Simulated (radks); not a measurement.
The bromine ion Br2+, configuration [Ar] 3d10 4s2 4p3.

Method: scalar-relativistic Kohn-Sham, Wu-Cohen GGA, spin-polarised, spherical densities, point nucleus; open shells are filled with parallel spins first; computed with a radial shooting solver on a logarithmic mesh with Libxc functionals.

Energy parts (eV):
total: -70876.811
kinetic: 72412.030
electron-nucleus: -170158.164
Hartree: 29344.109
exchange-correlation: -2474.786

Orbitals (lengths in bohr, moments of r in powers of bohr; <r^-3> diverges for s and p1/2; r(90%) holds 90 % of the orbital's charge):
| orbital | occ. | eigenvalue (eV) | <r> | <r^4> | r(90%) | <r^-3> |
|---|---|---|---|---|---|---|
| 1s up | 1 | -13339.75 | 0.04276 | 0.00001562 | 0.0765 | - |
| 1s down | 1 | -13339.52 | 0.04276 | 0.00001562 | 0.0765 | - |
| 2s up | 1 | -1756.743 | 0.1896 | 0.003106 | 0.293 | - |
| 2s down | 1 | -1756.616 | 0.1896 | 0.003105 | 0.293 | - |
| 2p up | 3 | -1552.885 | 0.1654 | 0.002250 | 0.270 | 1357 |
| 2p down | 3 | -1552.676 | 0.1655 | 0.002250 | 0.270 | 1357 |
| 3s up | 1 | -261.8264 | 0.5517 | 0.1952 | 0.822 | - |
| 3s down | 1 | -261.5074 | 0.5514 | 0.1942 | 0.821 | - |
| 3p up | 3 | -197.4419 | 0.5643 | 0.2365 | 0.862 | 197.1 |
| 3p down | 3 | -197.0799 | 0.5637 | 0.2343 | 0.861 | 197.3 |
| 3d up | 5 | -90.8068 | 0.5906 | 0.4079 | 0.974 | 23.28 |
| 3d down | 5 | -90.3398 | 0.5874 | 0.3919 | 0.967 | 23.41 |
| 4s up | 1 | -43.0877 | 1.588 | 12.53 | 2.33 | - |
| 4s down | 1 | -39.9408 | 1.583 | 12.64 | 2.33 | - |
| 4p up | 3 | -29.4444 | 1.838 | 23.65 | 2.73 | 19.04 |
| 4p down | 0 | -26.2330 | 1.857 | 25.67 | 2.79 | 19.13 |
| 5s up | 0 | -12.2700 | 3.886 | 411.8 | 5.55 | - |
| 4d up | 0 | -12.2241 | 2.811 | 144.9 | 4.32 | 1.124 |

The highest occupied level is 4p up at -29.444 eV. Spin moment in Bohr magnetons: 3. Summed over all electrons, <r^2> = 24.82 bohr^2, which gives a Langevin (diamagnetic) susceptibility term of -19.7 x 10^-6 cm^3/mol. The density falls to 0.001 e/bohr^3 at r = 3.51 bohr.
